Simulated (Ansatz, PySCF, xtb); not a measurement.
Energy difference R1 + R2 → P1, each structure at its B3LYP-D3(BJ)/def2-TZVP stationary point, reached from a drawn start (curvature not checked).
P1: CH4O2 (SMILES OCO), charge 0, multiplicity 1.
R1: CH2O (SMILES C=O), charge 0, multiplicity 1.
R2: H2O (SMILES O), charge 0, multiplicity 1.

P less R. No zero-point or thermal terms.

Correlated levels freeze the cores. CBS(a, b) extrapolates the correlation energy as X⁻³ and adds the Hartree–Fock energy of set b.

Run with Ansatz (a first-principles code); PySCF for the D3/D4 terms; xtb for the GFN methods. Each number belongs to the level named beside it.

| level | reaction energy (kJ/mol) |
|---|---|
| GFN2-xTB | -135.6 |
| SVWN5/def2-TZVPPD | -113.0 |
| PBE-D4/def2-TZVPPD | -65.8 |
| BLYP-D3(BJ)/def2-TZVPPD | -42.6 |
| PBE0/def2-TZVPPD | -72.8 |
| PBE0-D4/def2-TZVPPD | -75.7 |
| CAM-B3LYP-D3(BJ)/def2-TZVPPD | -67.4 |
| CCSD(T)/aug-cc-pVTZ | -59.7 |
| CCSD(T)/CBS(aug-cc-pVTZ, aug-cc-pVQZ) | [?] |

Q: What belongs in the gaps?

A: 
- CCSD(T)/CBS(aug-cc-pVTZ, aug-cc-pVQZ), reaction energy (kJ/mol): -60.8
